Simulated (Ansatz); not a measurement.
CH6AlSi, SMILES `[CH3][Al-][SiH3]` (excited triplet) (charge -1, multiplicity 3). This triplet is an excited state, 0.73 eV above the relaxed singlet at the level frozen-core CCSD(T)/aug-cc-pVDZ // PBE0-D3(BJ)/def2-TZVPD (Ansatz, a first-principles code).

These are Ansatz with r2SCAN/aug-cc-pVTZ // PBE0-D3(BJ)/def2-TZVPD values and carry that method's errors.

Ansatz 0.2 input:
```yaml
crystal:
  periodic: [false, false, false]
  atoms:
    - { symbol: C, position_ang: [1.967842, 0.392686, -0.074481] }
    - { symbol: Al, position_ang: [0.197318, 0.870079, 0.778731] }
    - { symbol: Si, position_ang: [-1.840353, -0.316552, 0.118358] }
    - { symbol: H, position_ang: [2.234139, -0.653379, 0.115674] }
    - { symbol: H, position_ang: [1.941038, 0.543632, -1.159759] }
    - { symbol: H, position_ang: [2.774362, 1.016458, 0.325525] }
    - { symbol: H, position_ang: [-3.038219, 0.197553, 0.873879] }
    - { symbol: H, position_ang: [-1.930161, -1.814309, 0.345838] }
    - { symbol: H, position_ang: [-2.305965, -0.23617, -1.323765] }
basis:
  gaussian: { orbitals: aug-cc-pVTZ }
hamiltonian:
  xc: r2scan
total_charge: -1
magnetization:
  spin_polarized: true
  initial_magnetization: 2
```

Output:

```
Functional definition: r2SCAN
1267 factors; their error is unknown
mean field evaluation 1: about -15602.0434 eV, gradient 3.2e1 eV
mean field evaluation 2: about -15593.7192 eV, gradient 4.7e1 eV
mean field evaluation 4: about -15607.6118 eV, gradient 2.9e0 eV
mean field evaluation 8: about -15607.6869 eV, gradient 7.0e-2 eV
mean field evaluation 16: about -15607.6626 eV, gradient 1.1e-3 eV
mean field evaluation 32: about -15607.5997 eV, gradient 1.9e0 eV
mean field -15607.66262019 eV, -573.5710220383 hartree, gradient 7.1e-5 eV, S^2 2.005799; 4 other end points of the search recorded, 0 dependent functions left out
reference -15607.66271776 eV, -573.5710256241 hartree; 21, 19 occupied and 263, 265 virtual orbitals, 1267 factors
Total energy: -15607.66271776 eV, -573.5710256241 hartree
```
